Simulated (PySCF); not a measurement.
# Dipole polarisabilities along the 3d series, charge +2

Calculated with PySCF 2.14 for the ground configurations, without spin-orbit coupling: coupled response for Hartree-Fock and DFT. Mean α in bohr³, C₆ of like pairs in atomic units.

| species | α UHF | α PBE | α PBE0 | C₆ UHF | C₆ PBE | C₆ PBE0 |
| --- | --- | --- | --- | --- | --- | --- |
| Sc²⁺ [Ar] 3d1 (aug-cc-pVTZ with one added diffuse shell each of s, p, d, f, g type, non-relativistic) | 4.391 | 5.118 | 4.800 | 13.02 | 14.77 | 14.00 |
| Ti²⁺ [Ar] 3d2 (aug-cc-pVTZ with one added diffuse shell each of s, p, d, f, g type, non-relativistic) | 4.233 | 5.201 | 4.816 | 12.82 | 15.47 | 14.42 |
| V²⁺ [Ar] 3d3 (aug-cc-pVTZ with one added diffuse shell each of s, p, d, f, g type, non-relativistic) | 3.925 | 4.931 | 4.546 | 11.84 | 14.81 | 13.68 |
| Cr²⁺ [Ar] 3d4 (aug-cc-pVTZ with one added diffuse shell each of s, p, d, f, g type, non-relativistic) | 3.592 | 4.569 | 4.203 | 10.68 | 13.67 | 12.55 |
| Mn²⁺ [Ar] 3d5 (aug-cc-pVTZ with one added diffuse shell each of s, p, d, f, g type, non-relativistic) | 3.208 | 4.130 | 3.792 | 9.350 | 12.22 | 11.17 |
| Fe²⁺ [Ar] 3d6 (aug-cc-pVTZ with one added diffuse shell each of s, p, d, f, g type, non-relativistic) | 3.105 | 4.016 | 3.665 | 8.848 | 11.64 | 10.60 |
| Co²⁺ [Ar] 3d7 (aug-cc-pVTZ with one added diffuse shell each of s, p, d, f, g type, non-relativistic) | 2.858 | 3.701 | 3.400 | 7.994 | 10.60 | 9.672 |
| Ni²⁺ [Ar] 3d8 (aug-cc-pVTZ with one added diffuse shell each of s, p, d, f, g type, non-relativistic) | 2.631 | 3.463 | 3.147 | 7.194 | 9.671 | 8.769 |
| Cu²⁺ [Ar] 3d9 (aug-cc-pVTZ-PP with one added diffuse shell each of s, p, d, f, g type with ECP10MDF, ECP) | 2.461 | 3.167 | 2.916 | 6.487 | 8.555 | 7.821 |
| Zn²⁺ [Ar] 3d10 (aug-cc-pVTZ-PP with one added diffuse shell each of s, p, d, f, g type with ECP10MDF, ECP) | 2.250 | 2.907 | 2.676 | 5.770 | 7.662 | 6.994 |
